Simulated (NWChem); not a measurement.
System: CH6CuNO; SMILES [NH3]->[Cu][O]C

NWChem printed, in part:

```
             Northwest Computational Chemistry Package (NWChem) 7.3.0
             --------------------------------------------------------

 C1  symmetry detected

                             Geometry "geometry" -> ""
                             -------------------------

 Output coordinates in angstroms (scale by  1.889725989 to convert to a.u.)

  No.       Tag          Charge          X              Y              Z
 ---- ---------------- ---------- -------------- -------------- --------------
    1 Cu                  29.0000     0.10009627    -0.35242423    -0.00001828
    2 O                    8.0000     0.49038522     1.33849496    -0.00003448
    3 C                    6.0000    -0.42031076     2.37803501    -0.00006550
    4 H                    1.0000    -1.06950059     2.37296556     0.89186168
    5 H                    1.0000     0.13151322     3.32875719    -0.00560916
    6 H                    1.0000    -1.07715799     2.36693355    -0.88624552
    7 N                    7.0000    -0.21394464    -2.18614576    -0.00013602
    8 H                    1.0000     0.09031461    -2.56499995    -0.89303662
    9 H                    1.0000    -1.20586800    -2.35890965     0.13731257
   10 H                    1.0000     0.32430212    -2.59759357     0.75786820

 Effective nuclear repulsion energy (a.u.)     262.2544951686

                                Z-matrix (autoz)
                                --------

 Units are Angstrom for bonds and degrees for angles

      Type          Name      I     J     K     L     M      Value
      ----------- --------  ----- ----- ----- ----- ----- ----------
    1 Stretch                  1     2                       1.73538
    2 Stretch                  1     7                       1.86042
    3 Stretch                  2     3                       1.38203
    4 Stretch                  3     4                       1.10318
    5 Stretch                  3     5                       1.09928
    6 Stretch                  3     6                       1.10313
    7 Stretch                  7     8                       1.01655
    8 Stretch                  7     9                       1.01619
    9 Stretch                  7    10                       1.01665
   10 Bend                     1     2     3               125.78272
   11 Bend                     1     7     8               108.47376
   12 Bend                     1     7     9               109.41038
   13 Bend                     1     7    10               108.02833
   14 Bend                     2     7     8               107.86857
   15 Bend                     2     7     9               110.97659
   16 Bend                     2     7    10               107.04351
   17 Bend                     2     3     4               112.60036
   18 Bend                     2     3     5               108.64757
   19 Bend                     2     3     6               112.63241
   20 Bend                     4     3     5               107.66534
   21 Bend                     4     3     6               107.40081
   22 Bend                     5     3     6               107.67135
   23 Bend                     7     2     3               127.47922
   24 Bend                     8     7     9               110.34071
   25 Bend                     8     7    10               110.21896
   26 Bend                     9     7    10               110.31223
   27 Torsion                  1     2     3     4          61.13601
   28 Torsion                  1     2     3     5        -179.69521
   29 Torsion                  1     2     3     6         -60.49908
   30 Torsion                  3     2     7     8         112.64767
   31 Torsion                  3     2     7     9          -8.33257
   32 Torsion                  3     2     7    10        -128.75598
   33 Torsion                  2     3     1     7        -179.98793
   34 Torsion                  2     1     8     7         172.87008
   35 Torsion                  2     1     9     7        -178.65799
   36 Torsion                  2     1    10     7        -174.14607

                           NWChem Geometry Optimization
                           ----------------------------

 maximum gradient threshold         (gmax) =   0.000450
 rms gradient threshold             (grms) =   0.000300
 maximum cartesian step threshold   (xmax) =   0.001800
 rms cartesian step threshold       (xrms) =   0.001200
 fixed trust radius                (trust) =   0.300000
 source of zmatrix                         =   autoz

          -------------------
          Energy Minimization
          -------------------

 Using diagonal initial Hessian
 Scaling for Hessian diagonals: bonds = 1.00  angles = 0.25  torsions = 0.10

          --------
          Step   0

                                 NWChem DFT Module
                                 -----------------

 Summary of "ao basis" -> "ao basis" (spherical)
 ------------------------------------------------------------------------------
       Tag                 Description            Shells   Functions and Types
 ---------------- ------------------------------  ------  ---------------------
 Cu                          6-31g*                 12       34   5s4p2d1f
 O                           6-31g*                  6       14   3s2p1d
 C                           6-31g*                  6       14   3s2p1d
 H                           6-31g*                  2        2   2s
 N                           6-31g*                  6       14   3s2p1d

            General Information
            -------------------
          SCF calculation type: DFT
          Wavefunction type:  closed shell.
          No. of atoms     :    10
          No. of electrons :    56
           Alpha electrons :    28
            Beta electrons :    28
          Charge           :     0
          Spin multiplicity:     1
          Use of symmetry is: off; symmetry adaption is: off
          Maximum number of iterations: 150
          AO basis - number of functions:    88
                     number of shells:    42
          Convergence on energy requested:  1.00D-06
          Convergence on density requested:  1.00D-05
          Convergence on gradient requested:  5.00D-04

              XC Information
              --------------
                         B3LYP Method XC Potential
                     Hartree-Fock (Exact) Exchange  0.200
                        Slater Exchange Functional  0.800 local
                    Becke 1988 Exchange Functional  0.720 non-local
              Lee-Yang-Parr Correlation Functional  0.810
                  VWN I RPA Correlation Functional  0.190 local

             Grid Information
             ----------------
          Grid used for XC integration:  medium
          Radial quadrature: Mura-Knowles
          Angular quadrature: Lebedev.
          Tag              B.-S. Rad. Rad. Pts. Rad. Cut. Ang. Pts.
          ---              ---------- --------- --------- ---------
          Cu                  1.35      112          10.0       590
          O                   0.60       49          10.0       434
          C                   0.70       49          12.0       434
          H                   0.35       45          13.0       434
          N                   0.65       49          13.0       434
          Grid pruning is: on
          Number of quadrature shells:   529
          Spatial weights used:  Erf1

      Superposition of Atomic Density Guess
      -------------------------------------

[...]

      ----------------------
      Optimization converged
      ----------------------

  Step       Energy      Delta E   Gmax     Grms     Xrms     Xmax
  ---- ---------------- -------- -------- -------- -------- --------
@   10   -1811.97195324 -5.9D-08  0.00004  0.00001  0.00048  0.00113
                                     ok       ok       ok       ok

                                Z-matrix (autoz)
                                --------

 Units are Angstrom for bonds and degrees for angles

      Type          Name      I     J     K     L     M      Value     Gradient
      ----------- --------  ----- ----- ----- ----- ----- ---------- ----------
    1 Stretch                  1     2                       1.73370    0.00004
    2 Stretch                  1     7                       1.86502    0.00003
    3 Stretch                  2     3                       1.39796   -0.00001
    4 Stretch                  3     4                       1.10590   -0.00000
    5 Stretch                  3     5                       1.10329    0.00000
    6 Stretch                  3     6                       1.10588   -0.00001
    7 Stretch                  7     8                       1.02431   -0.00000
    8 Stretch                  7     9                       1.02380   -0.00000
    9 Stretch                  7    10                       1.02447   -0.00000
   10 Bend                     1     2     3               125.34121   -0.00001
   11 Bend                     1     7     8               112.53877   -0.00001
   12 Bend                     1     7     9               112.91189    0.00001
   13 Bend                     1     7    10               112.21504   -0.00001
   14 Bend                     2     7     8               111.04144   -0.00001
   15 Bend                     2     7     9               116.66787    0.00001
   16 Bend                     2     7    10               109.88081   -0.00001
   17 Bend                     2     3     4               113.51424   -0.00000
   18 Bend                     2     3     5               109.50835   -0.00000
   19 Bend                     2     3     6               113.52850   -0.00000
   20 Bend                     4     3     5               106.49335    0.00000
   21 Bend                     4     3     6               106.84257    0.00000
   22 Bend                     5     3     6               106.48987    0.00000
   23 Bend                     7     2     3               129.41866   -0.00001
   24 Bend                     8     7     9               106.12989    0.00000
   25 Bend                     8     7    10               106.41969    0.00000
   26 Bend                     9     7    10               106.10717   -0.00000
   27 Torsion                  1     2     3     4          61.31066    0.00001
   28 Torsion                  1     2     3     5        -179.83256    0.00000
   29 Torsion                  1     2     3     6         -60.97100    0.00000
   30 Torsion                  3     2     7     8         114.24046   -0.00000
   31 Torsion                  3     2     7     9          -7.51592   -0.00000
   32 Torsion                  3     2     7    10        -128.29680   -0.00000
   33 Torsion                  2     3     1     7         179.86930    0.00000
   34 Torsion                  2     1     8     7         163.66539    0.00000
   35 Torsion                  2     1     9     7        -175.96873    0.00000
   36 Torsion                  2     1    10     7        -166.73555   -0.00000

                         Geometry "geometry" -> "geometry"
                         ---------------------------------

 Output coordinates in angstroms (scale by  1.889725989 to convert to a.u.)

  No.       Tag          Charge          X              Y              Z
 ---- ---------------- ---------- -------------- -------------- --------------
    1 Cu                  29.0000     0.02954017    -0.33821717    -0.00322473
    2 O                    8.0000     0.47789284     1.33650215    -0.00670373
    3 C                    6.0000    -0.41450419     2.41255185     0.00037135
    4 H                    1.0000    -1.06384811     2.44137737     0.89509462
    5 H                    1.0000     0.15072930     3.36002490    -0.00709356
    6 H                    1.0000    -1.08201647     2.43830467    -0.88095020
    7 N                    7.0000    -0.20163114    -2.18885126    -0.00027124
    8 H                    1.0000     0.10699598    -2.62447763    -0.87445247
    9 H                    1.0000    -1.17822011    -2.46833502     0.12749485
   10 H                    1.0000     0.32489120    -2.64376673     0.75163199

 Effective nuclear repulsion energy (a.u.)     260.9956553853

[...]

 Rotational Constants
 --------------------
 A=   1.283619 cm-1  (  1.846801 K)
 B=   0.076925 cm-1  (  0.110676 K)
 C=   0.074465 cm-1  (  0.107136 K)

 Temperature                      =   298.15K
 frequency scaling parameter      =   1.0000

 Zero-Point correction to Energy  =   50.322 kcal/mol  (  0.080194 au)
 Thermal correction to Energy     =   54.748 kcal/mol  (  0.087246 au)
 Thermal correction to Enthalpy   =   55.340 kcal/mol  (  0.088190 au)

 Total Entropy                    =   84.704 cal/mol-K
   - Translational                =   40.010 cal/mol-K (mol. weight = 110.9747)
   - Rotational                   =   24.887 cal/mol-K (symmetry #  =        1)
   - Vibrational                  =   19.806 cal/mol-K

 Cv (constant volume heat capacity) =   20.514 cal/mol-K
   - Translational                  =    2.979 cal/mol-K
   - Rotational                     =    2.979 cal/mol-K
   - Vibrational                    =   14.556 cal/mol-K

[normal modes left out]

 ----------------------------------------------------------------------------
 Normal Eigenvalue ||           Projected Infra Red Intensities
  Mode   [cm**-1]  || [atomic units] [(debye/angs)**2] [(KM/mol)] [arbitrary]
 ------ ---------- || -------------- ----------------- ---------- -----------
    1       -0.000 ||    0.013742           0.317        13.397       3.709
    2       -0.000 ||    0.003998           0.092         3.898       1.079
    3        0.000 ||    0.003100           0.072         3.022       0.837
    4        0.000 ||    0.000086           0.002         0.084       0.023
    5        0.000 ||    0.005019           0.116         4.893       1.354
    6        0.000 ||    0.000213           0.005         0.208       0.058
    7       26.104 ||    0.001458           0.034         1.422       0.394
    8       84.201 ||    0.015130           0.349        14.749       4.083
    9       96.963 ||    0.008946           0.206         8.721       2.414
   10      148.569 ||    0.000061           0.001         0.059       0.016
   11      234.691 ||    0.000311           0.007         0.303       0.084
   12      512.336 ||    0.010801           0.249        10.529       2.915
   13      644.527 ||    0.020261           0.467        19.752       5.468
   14      678.882 ||    0.029965           0.691        29.211       8.086
   15      681.390 ||    0.020430           0.471        19.916       5.513
   16     1132.908 ||    0.220365           5.084       214.823      59.469
   17     1181.051 ||    0.000018           0.000         0.018       0.005
   18     1217.552 ||    0.026515           0.612        25.848       7.155
   19     1333.264 ||    0.133189           3.073       129.839      35.943
   20     1516.969 ||    0.073501           1.696        71.652      19.835
   21     1526.477 ||    0.000154           0.004         0.150       0.042
   22     1531.881 ||    0.011110           0.256        10.830       2.998
   23     1698.246 ||    0.021942           0.506        21.390       5.921
   24     1701.145 ||    0.021683           0.500        21.138       5.851
   25     2933.297 ||    0.182295           4.206       177.710      49.195
   26     2961.367 ||    0.101045           2.331        98.503      27.268
   27     2996.350 ||    0.127563           2.943       124.354      34.425
   28     3401.500 ||    0.004423           0.102         4.311       1.194
   29     3484.819 ||    0.026567           0.613        25.898       7.169
   30     3493.336 ||    0.027783           0.641        27.084       7.498
 ----------------------------------------------------------------------------
```

Level: B3LYP/6-31G* (spherical d). B3LYP is NWChem's, with the RPA form of VWN correlation.

Problem. Which NWChem input produces such a log?

Solution. This is not unique; one that fits is the input that was run:
```
start job
memory heap 200 mb stack 900 mb global 1100 mb
geometry units angstroms
  Cu    -0.090757     0.271548    -0.178742
  O      0.684913    -0.561990     1.130870
  C      0.684894    -1.929401     1.331364
  H      1.158333    -2.479692     0.500676
  H      1.254149    -2.150642     2.245374
  H     -0.330890    -2.339265     1.462058
  N     -0.886787     1.256638    -1.541493
  H     -1.643384     1.805809    -1.142309
  H     -1.245900     0.623406    -2.250511
  H     -0.180538     1.869386    -1.940644
end
basis spherical
  * library 6-31g*
end
dft
  xc b3lyp
  iterations 150
end
driver
  maxiter 120
end
task dft optimize
task dft freq
```
